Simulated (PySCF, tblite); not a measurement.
Isomers of C6H9N3. Calculated harmonic vibrations of the isolated species, GFN2-xTB (tblite), most abundant isotopes, no scaling. Errors from tens to a few hundred cm⁻¹ against measured bands are possible. One conformer each.

Electronic energies: PBE0-D3(BJ)/def2-SVP at its own geometries (PySCF, gas phase).

```
          SMILES  electronic energy, lowest = 0 (kJ/mol)
   CCc1cc(C)nnn1                                    50.2
Cc1n[nH]nc1C1CC1                                     0.0
  C=CCn1cc(C)nn1                                    45.8
  C=Cn1cc(CC)nn1                                    37.8
```

**Question.** How do GFN2-xTB zero-point energies change the relative energies?

**Answer.** 
```json
{"SMILES": "Cc1n[nH]nc1C1CC1", "ZPE (kJ/mol)": "384.7", "of it from modes above 1550 cm⁻¹": "167.4", "electronic (kJ/mol)": "0.0", "with ZPE, lowest = 0 (kJ/mol)": "0.0", "lowest mode (cm⁻¹)": "40", "rings": "2"}
{"SMILES": "C=Cn1cc(CC)nn1", "ZPE (kJ/mol)": "380.3", "of it from modes above 1550 cm⁻¹": "175.6", "electronic (kJ/mol)": "37.8", "with ZPE, lowest = 0 (kJ/mol)": "33.4", "lowest mode (cm⁻¹)": "22", "rings": "1"}
{"SMILES": "C=CCn1cc(C)nn1", "ZPE (kJ/mol)": "378.2", "of it from modes above 1550 cm⁻¹": "174.7", "electronic (kJ/mol)": "45.8", "with ZPE, lowest = 0 (kJ/mol)": "39.3", "lowest mode (cm⁻¹)": "31", "rings": "1"}
{"SMILES": "CCc1cc(C)nnn1", "ZPE (kJ/mol)": "377.7", "of it from modes above 1550 cm⁻¹": "163.2", "electronic (kJ/mol)": "50.2", "with ZPE, lowest = 0 (kJ/mol)": "43.2", "lowest mode (cm⁻¹)": "8", "rings": "1"}
```

The zero-point energies span 7.0 kJ/mol, from `CCc1cc(C)nnn1` to `Cc1n[nH]nc1C1CC1`. The order is unchanged.

**Question.** And how do the electronic energies of GFN2-xTB itself compare?

**Answer.** `Cc1n[nH]nc1C1CC1` 0.0; `C=Cn1cc(CC)nn1` 18.7; `C=CCn1cc(C)nn1` 33.1; `CCc1cc(C)nnn1` 34.6 kJ/mol, lowest = 0. Against the energies above, taken from the same isomer `Cc1n[nH]nc1C1CC1`, the largest difference is 19.1 kJ/mol. The two levels were optimised apart and needn't hold the same conformer.
